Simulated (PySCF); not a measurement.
# Computed properties of CHS₂, SMILES S=C=[SH+], charge +1

CHS2, SMILES S=C=[SH+], charge +1. Coordinates come from a B3LYP-D3(BJ)/def2-TZVP optimisation. The isomer is the one that the SMILES or the coordinates give; other isomers of the formula were not compared. The values are those of a single conformer. All values are computed for the isolated molecule unless a solvent is named; none is compared with measurement here.

**Structure.** The optimised structure has Cs symmetry. All 6 harmonic modes at B3LYP-D3(BJ)/def2-TZVP (PySCF) are real, so it is a minimum. With heavy atoms numbered as in [S:1]=[C:2]=[SH+:3], the shortest bond between them is S1–C2 at 1.501 Å and the longest C2–S3 at 1.639 Å.

**Vibrations.** The strongest infrared lines (harmonic, unscaled, degenerate partners summed) lie at 1570 cm⁻¹ (296 km/mol, C 82 %, S 18 %), 2567 cm⁻¹ (80 km/mol, H 97 %), 939 cm⁻¹ (16 km/mol, H 84 %, C 10 %). The softest mode is at 324 cm⁻¹ and the zero-point energy is 9.1 kcal/mol.

**Electronic structure.** M06-2X/def2-TZVPD (PySCF) places the frontier levels at -15.45 and -8.31 eV, a gap of 7.14 eV and a mean polarisability of 45.8 bohr³. PBE/def2-TZVPD (PySCF) at the same geometry gives -13.37 and -10.20 eV, so its gap is 3.97 eV narrower. An orbital gap is neither the optical nor the fundamental gap.

**Excitations.** TDA-PBE0/def2-SVPD (PySCF) has S1 at 3.46 eV (359 nm, f = 0.000, dark); the most intense of the 10 singlets computed lies at 7.93 eV (f = 0.74). T1 (TDA) is at 3.10 eV, 0.36 eV under S1. TDA-PBE/def2-SVPD (PySCF) puts S1 at 3.35 eV. No vertical singlet excitation falls in the visible range (under 3.1 eV).

**NMR.** GIAO shifts at B3LYP/pcSseg-2 (PySCF) (non-relativistic, atoms alike by connectivity averaged): ¹³C at 219.1 ppm against TMS; ¹H at 6.5 ppm against TMS.

**Solvation.** SMD-ωB97X/6-31G* (PySCF) gives -54.9 kcal/mol in water, -52.0 kcal/mol in 1-octanol, -55.8 kcal/mol in ethanol (1 M in both phases, gas-phase geometry); of these solvents ethanol holds the molecule best.
